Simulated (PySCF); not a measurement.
C₃H₉Si, SMILES C[Si](C)C, multiplicity 2. The structure is a stationary point at PBE-D3(BJ)/def2-SVP. The isomer is the one that the SMILES or the coordinates give; other isomers of the formula were not compared.

Calculation: PySCF with PBE-D3(BJ)/def2-SVP.

Harmonic wavenumbers (cm⁻¹): 135, 146, 146, 192, 192, 211, 586, 653, 653, 656, 696, 696, 828, 828, 832, 1198, 1198, 1210, 1366, 1375, 1375, 1380, 1380, 1394, 2953, 2953, 2954, 3049, 3049, 3049, 3078, 3078, 3078. Rotational constants (GHz): 5.377, 5.377, 3.063; symmetry number 3.

Work out the zero-point energy and the ideal-gas rigid-rotor harmonic-oscillator thermochemistry at 298.15 K and 1 atm.

ZPE = ½ Σ hcν = ½ × 46570 cm⁻¹ = 66.58 kcal/mol. H − E(el) = 71.94 kcal/mol. Entropy in cal/(mol K): translation 38.79, rotation 23.52, vibration 17.76, spin 1.38, total 81.44. G − E(el) = 47.65 kcal/mol. Cp = 27.80 cal/(mol K). Modes under 150 cm⁻¹ make the vibrational entropy uncertain.
